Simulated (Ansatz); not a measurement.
Gas-phase electronic energies from Ansatz, PBE0-D4/def2-TZVP geometries. CCSD(T)/CBS adds triple-zeta CCSD(T) − MP2 to the extrapolated MP2 energy (def2 sets, frozen cores). This one scheme is used for every species. DFT in def2-TZVPP. def2 core potentials past Kr. For Ge, I outer-core shells are correlated without core-valence functions, which leaves a few kJ/mol of doubt a bond. Scalar relativity is left out up to krypton. Each species was taken in one conformer, which may not be the lowest.

Reaction (ligand exchange at a Ge–O bond): `[OH][GeH2][I]` + CH₃OH → `C[O][GeH2][I]` + H₂O

```json
{"level": "LDA (SPW92)", "ΔE (kJ/mol)": "8.5", "difference from CCSD(T)/CBS": "6.7"}
{"level": "PBE-D4", "ΔE (kJ/mol)": "8.5", "difference from CCSD(T)/CBS": "6.7"}
{"level": "revPBE-D4", "ΔE (kJ/mol)": "7.2", "difference from CCSD(T)/CBS": "5.4"}
{"level": "PBE-QIDH", "ΔE (kJ/mol)": "6.9", "difference from CCSD(T)/CBS": "5.1"}
{"level": "PBE", "ΔE (kJ/mol)": "11.7", "difference from CCSD(T)/CBS": "9.9"}
{"level": "r2SCANh", "ΔE (kJ/mol)": "9.3", "difference from CCSD(T)/CBS": "7.5"}
{"level": "BHLYP", "ΔE (kJ/mol)": "10.9", "difference from CCSD(T)/CBS": "9.1"}
{"level": "LC-ωPBE", "ΔE (kJ/mol)": "10.1", "difference from CCSD(T)/CBS": "8.3"}
{"level": "RPA@PBE/def2-TZVPP", "ΔE (kJ/mol)": "3.4", "difference from CCSD(T)/CBS": "1.6"}
{"level": "MP2/def2-SVP", "ΔE (kJ/mol)": "7.8", "difference from CCSD(T)/CBS": "6.0"}
{"level": "HF/def2-TZVPP", "ΔE (kJ/mol)": "11.9", "difference from CCSD(T)/CBS": "10.1"}
{"level": "CCSD(T)/def2-TZVPP", "ΔE (kJ/mol)": "3.6", "difference from CCSD(T)/CBS": "1.8"}
{"level": "HF/def2-QZVPP", "ΔE (kJ/mol)": "11.6", "difference from CCSD(T)/CBS": "9.8"}
{"level": "HF/CBS(def2)", "ΔE (kJ/mol)": "11.5", "difference from CCSD(T)/CBS": "9.7"}
{"level": "MP2/CBS(def2)", "ΔE (kJ/mol)": "0.6", "difference from CCSD(T)/CBS": "-1.2"}
{"level": "CCSD/CBS(def2)", "ΔE (kJ/mol)": "2.9", "difference from CCSD(T)/CBS": "1.1"}
{"level": "CCSD(T)/CBS", "ΔE (kJ/mol)": "1.8", "difference from CCSD(T)/CBS": "0"}
```

Largest T1 diagnostic among the species: 0.010.

The D4 term adds −5.0 kJ/mol with B3LYP and −2.9 kJ/mol with PBE0; it sums over pairs of atoms, weighted by their polarisabilities, and B3LYP, whose exchange is more repulsive, gets the larger term. At CCSD(T), def2-SVP lies +5.9 kJ/mol from the extrapolated value and def2-TZVPP +1.8 kJ/mol.

B3LYP here is the variant with VWN-RPA as its local correlation; programs differ in this.
